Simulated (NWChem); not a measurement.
System: TlI; SMILES [I][Tl]

Here is an NWChem input.

```
start job
memory heap 200 mb stack 900 mb global 1100 mb
geometry units angstroms noautoz
  Tl     0.000000     0.000000    -1.138477
  I      0.000000     0.000000     1.728296
end
basis spherical
  * library def2-svp
end
ecp
  I library def2-ecp
  Tl library def2-ecp
end
dft
  xc hcth407
  iterations 150
  mulliken
end
task dft energy
```

Structure relaxed at the PBE0/def2-SVP level. def2 effective core potentials on I, Tl; no spin-orbit coupling.

Question: Predict the main results of this run. (HCTH/407/def2-SVP with def2 effective core potentials on I, Tl.) Quantities: energy (Ha); highest occupied level (eV); orbital gap (eV); dipole (D).

Answer: 
```yaml
energy (Ha): -471.55
highest occupied level (eV): -5.79
orbital gap (eV): 3.18
dipole (D): 4.22
```
